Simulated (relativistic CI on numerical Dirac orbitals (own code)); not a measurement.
**Level scheme of Cr³⁺**

Calculated at this level of theory: Dirac-Coulomb-Breit CI, KLI orbitals optimised for each configuration, model QED (radiative potential, 1s self-energy scaled to tabulated hydrogen-like ionisation energies), valence Slater integrals scaled by 0.85, P86 correlation estimate, and configurations built on the next ion tied to the tabulated ionisation energy (semi-empirical) (own radial code, finite nucleus).

Configurations in the expansion (outside the closed core [Ne]): 3s2.3p6.3d3, 3s2.3p6.3d2.4s, 3s2.3p6.3d2.4p, 3s2.3p6.3d2.4d, 3s2.3p6.3d2.5s, 3s2.3p6.3d2.4f, 3s2.3p5.3d4, 3s2.3p6.3d.4s2, 3s2.3p6.3d2.5p, 3s2.3p6.3d2.5d, 3s2.3p6.3d.4s.4p, 3s2.3p6.3d2.5f, 3s2.3p6.3d2.5g, 3s2.3p4.3d5, 3s2.3p6.3d.4p2, 3s2.3p6.3d.4s.4d, 3s.3p6.3d4, 3s2.3p6.3d.4p.4d. Levels of other configurations are missing.

| No. | Configuration | Term | J | E (cm⁻¹) | % | Landé g | Lifetime (s) |
| --- | --- | --- | --- | --- | --- | --- | --- |
| 41 | 3d2(3F).4p | 4F° | 7/2 | 163440.9 | 97 | 1.232 | 3.44e-10 |
| 42 | 3d2(3F).4p | 4G° | 11/2 | 163632.1 | 100 | 1.273 | 1.14e-09 |
| 43 | 3d2(3F).4p | 4F° | 9/2 | 163924.6 | 96 | 1.327 | 3.46e-10 |
| 44 | 3d2(3F).4p | 2F° | 5/2 | 164718.2 | 80 | 0.918 | 4.65e-10 |
| 45 | 3d2(3F).4p | 2F° | 7/2 | 165253.1 | 74 | 1.211 | 4.00e-10 |
| 46 | 3d2(3F).4p | 4D° | 3/2 | 165329.0 | 67 | 1.062 | 3.08e-10 |
| 47 | 3d2(3F).4p | 4D° | 1/2 | 165464.3 | 100 | -0.002 | 2.64e-10 |
| 48 | 3d2(3F).4p | 4D° | 5/2 | 165687.7 | 77 | 1.284 | 2.95e-10 |
| 49 | 3d2(3F).4p | 2D° | 3/2 | 166106.9 | 67 | 0.925 | 3.73e-10 |
| 50 | 3d2(3F).4p | 4D° | 7/2 | 166195.9 | 75 | 1.358 | 3.00e-10 |
| 51 | 3d2(3F).4p | 2D° | 5/2 | 166771.3 | 83 | 1.213 | 4.24e-10 |
| 52 | 3d2(3F).4p | 2G° | 7/2 | 168822.9 | 99 | 0.890 | 2.94e-10 |
| 53 | 3d2(3F).4p | 2G° | 9/2 | 169318.0 | 99 | 1.113 | 2.93e-10 |
| 54 | 3d2(3P).4p | 2S° | 1/2 | 173750.8 | 98 | 1.992 | 4.74e-10 |
| 55 | 3d2(3P).4p | 4S° | 3/2 | 176297.2 | 82 | 1.881 | 2.34e-10 |
| 56 | 3d2(1D).4p | 2P° | 3/2 | 177151.9 | 78 | 1.429 | 2.82e-10 |
| 57 | 3d2(1D).4p | 2F° | 5/2 | 177428.6 | 95 | 0.875 | 3.03e-10 |
| 58 | 3d2(1D).4p | 2P° | 1/2 | 177680.7 | 98 | 0.675 | 2.91e-10 |
| 59 | 3d2(1D).4p | 2F° | 7/2 | 178114.6 | 94 | 1.157 | 3.06e-10 |
| 60 | 3d2(3P).4p | 4D° | 1/2 | 178562.8 | 99 | 0.004 | 5.59e-10 |
| 61 | 3d2(3P).4p | 4D° | 3/2 | 178769.0 | 94 | 1.184 | 5.49e-10 |
| 62 | 3d2(3P).4p | 4D° | 5/2 | 179169.5 | 89 | 1.346 | 5.35e-10 |
| 63 | 3d2(1D).4p | 2D° | 3/2 | 179628.6 | 90 | 0.844 | 4.42e-10 |
| 64 | 3d2(3P).4p | 4D° | 7/2 | 179865.9 | 95 | 1.414 | 5.27e-10 |
| 65 | 3d2(1D).4p | 2D° | 5/2 | 180038.6 | 87 | 1.220 | 4.39e-10 |
| 66 | 3d2(3P).4p | 4P° | 1/2 | 181751.8 | 99 | 2.662 | 5.28e-10 |
| 67 | 3d2(1G).4p | 2G° | 7/2 | 181763.5 | 99 | 0.890 | 2.54e-10 |
| 68 | 3d2(1G).4p | 2G° | 9/2 | 181866.6 | 99 | 1.109 | 2.55e-10 |
| 69 | 3d2(3P).4p | 4P° | 3/2 | 181960.3 | 99 | 1.729 | 5.25e-10 |
| 70 | 3d2(3P).4p | 4P° | 5/2 | 182415.5 | 96 | 1.587 | 5.17e-10 |
| 71 | 3d2(3P).4p | 2D° | 5/2 | 185830.3 | 99 | 1.201 | 2.31e-10 |
| 72 | 3d2(3P).4p | 2D° | 3/2 | 185882.5 | 98 | 0.807 | 2.28e-10 |
| 73 | 3d2(1G).4p | 2H° | 9/2 | 186291.7 | 99 | 0.910 | 5.74e-10 |
| 74 | 3d2(1G).4p | 2H° | 11/2 | 186995.1 | 100 | 1.091 | 5.70e-10 |
| 75 | 3d2(3P).4p | 2P° | 1/2 | 188340.8 | 99 | 0.666 | 2.83e-10 |
| 76 | 3d2(3P).4p | 2P° | 3/2 | 188479.5 | 98 | 1.327 | 2.78e-10 |
| 77 | 3d2(1G).4p | 2F° | 7/2 | 190413.3 | 99 | 1.142 | 3.43e-10 |
| 78 | 3d2(1G).4p | 2F° | 5/2 | 190912.2 | 100 | 0.857 | 3.40e-10 |
| 79 | 3d2(1S).4p | 2P° | 1/2 | 215638.6 | 100 | 0.666 | 3.23e-10 |
| 80 | 3d2(1S).4p | 2P° | 3/2 | 216578.3 | 100 | 1.334 | 3.25e-10 |
| 81 | 3d2(3F).4d | 4G | 5/2 | 235262.6 | 91 | 0.596 | 4.11e-10 |
| 82 | 3d2(3F).4d | 4G | 7/2 | 235530.6 | 91 | 0.964 | 4.11e-10 |
| 83 | 3d2(3F).4d | 4G | 9/2 | 235846.0 | 88 | 1.148 | 4.13e-10 |
| 84 | 3d2(3F).4d | 4H | 7/2 | 235944.1 | 92 | 0.690 | 4.00e-10 |
| 85 | 3d2(3F).4d | 2F | 5/2 | 235994.7 | 88 | 0.845 | 4.44e-10 |

Energies count from the lowest computed level; ° marks odd parity; lifetimes are radiative, by E1, M1, E2 decay to levels of this space only. Percentages are summed over parent terms; the parents shown are those of the largest component, closed shells are left out there.

The mean weight of the leading LS term, summed over parents, in these 45 levels is 92 %, and that of the leading jj configuration (from the same eigenvectors) 52 %, so LS coupling describes them better.

Configurations that consist of the next ion and one excited electron were tied to the tabulated ionisation energy; Rydberg ones are usually within 1,000 to 3,000 cm⁻¹ and the lowest ones within about 6,000 (9,000 in d shells), while levels on excited terms of the next ion carry the error of that term, and the other configurations can be misplaced by 10,000 cm⁻¹ or more. Rates follow the energies as ν³ (E1, M1) or ν⁵ (E2), so rates, branching and lifetimes can be off by large factors. The fine structure of a lone outer electron comes out too small, for d and f at times inverted, and misplaced configurations move strength between like terms. 66 of the 66 excited levels that our extract of the measured tables holds in this range could be paired (the sources list more); they are missed by 3844 cm⁻¹ on average and 6195 at most, and levels without a partner can miss by more. Some levels of the ground configuration have no partner and can miss by 10 % or more.
